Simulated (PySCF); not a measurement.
## Electronic structure of Sn⁺ (tin, charge +1) at the UHF level

Configuration: [Kr] 4d10 5s1 5p1 6s1, high-spin 4P determinant (an excited configuration). Computed with PySCF 2.14 in x2c-TZVPPall with one added diffuse shell each of s, p, d, f type (9s7p5d3f, 76 functions), with the spin-free X2C one-electron Hamiltonian (Gaussian nucleus).

```
Total energy                                                  : -6173.058652 hartree
One-electron energy                                           : -8466.4339 hartree
Hartree (Coulomb) energy                                      : 2457.1053 hartree
Exchange energy                                               : -163.7300 hartree
⟨S²⟩                                                          : 3.7519
⟨L²⟩                                                          : 2.096
Sum of ⟨r⟩                                                    : 35.19 bohr
Sum of ⟨r²⟩                                                   : 72.04 bohr²
Traceless quadrupole moment −½Σ⟨3z² − r²⟩ along its main axis : -0.591 e·bohr²
Langevin diamagnetic susceptibility                           : -57.1 ×10⁻⁶ cm³/mol
```

| shell | electrons | mean orbital energy (eV) | spread (eV) | rms radius, mean of both spins (bohr) |
| --- | --- | --- | --- | --- |
| 1s α | 1 | -29359.2 | 0 | 0.0333 |
| 1s β | 1 | -29359.0 | 0 | 0.0333 |
| 2s α | 1 | -4536.3 | 0 | 0.136 |
| 2s β | 1 | -4536.2 | 0 | 0.136 |
| 2p α | 3 | -4069.0 | 0.013 | 0.121 |
| 2p β | 3 | -4069.0 | 0.093 | 0.121 |
| 3s α | 1 | -926.10 | 0 | 0.361 |
| 3s β | 1 | -925.80 | 0 | 0.361 |
| 3p α | 3 | -769.26 | 0.062 | 0.362 |
| 3p β | 3 | -769.10 | 0.256 | 0.362 |
| 3d α | 5 | -527.23 | 0.181 | 0.341 |
| 3d β | 5 | -527.19 | 0.229 | 0.341 |
| 4s α | 1 | -173.54 | 0 | 0.875 |
| 4s β | 1 | -172.88 | 0 | 0.875 |
| 4p α | 3 | -123.64 | 0.097 | 0.949 |
| 4p β | 3 | -123.31 | 0.575 | 0.949 |
| 4d α | 5 | -49.003 | 0.426 | 1.17 |
| 4d β | 5 | -48.603 | 0.689 | 1.17 |
| 5s α | 1 | -26.872 | 0 | 2.39 |
| 5p α | 1 | -18.029 | 0 | 2.91 |
| 6s α | 1 | -7.460 | 0 | 5.90 |

The outer electron is Rydberg-like, and this basis confines it to a smaller radius and binds it less than a complete one would.

Densities and radii are taken from the X2C orbitals without a picture-change correction, which distorts them close to the nucleus.

Spin-orbit constants ζ (cm⁻¹) from the X2C one-electron operator on these orbitals: bare nucleus, nucleus screened by l(l+1)(2l+1)/3 electrons, and screened by the Breit-Pauli mean field of the electrons.

```json
{"shell": "2p", "bare": "1234000", "screened nucleus": "1184000", "mean field": "1163000"}
{"shell": "3p", "bare": "228700", "screened nucleus": "219500", "mean field": "214900"}
{"shell": "3d", "bare": "34290", "screened nucleus": "27430", "mean field": "26320"}
{"shell": "4p", "bare": "38200", "screened nucleus": "36670", "mean field": "35820"}
{"shell": "4d", "bare": "4016", "screened nucleus": "3213", "mean field": "3016"}
{"shell": "5p", "bare": "3309", "screened nucleus": "3177", "mean field": "3095"}
```

To first order the Landé constant is A = 1032 cm⁻¹, so the lowest level has J = 1/2 and lies 0.320 eV below the centre of the term. This holds in LS coupling only.
